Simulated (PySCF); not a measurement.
**How methods differ on the interval between two levels of Sc²⁺**

Sc²⁺ [Ar] 3d1 [2D5/2, M_J = 5/2] → Sc²⁺ [Ar] 4p1 [2P3/2, M_J = 3/2], as a difference of total energies. Computed with PySCF 2.14 in x2c-SVPall-2c with one added diffuse shell each of s, d type (6s5p4d1f, 48 functions), with the two-component X2C-1e Hamiltonian. Correlated levels: [Ne] frozen. "Screened" scales the spin-orbit matrix elements by Boettger's factors to mimic the two-electron term; Breit and QED terms are absent.

```csv
method,interval between two levels (cm⁻¹)
GHF (spin-free),59903
GMP2 (spin-free),57243
GHF (screened spin-orbit),59945
GMP2 (screened spin-orbit),57286
```
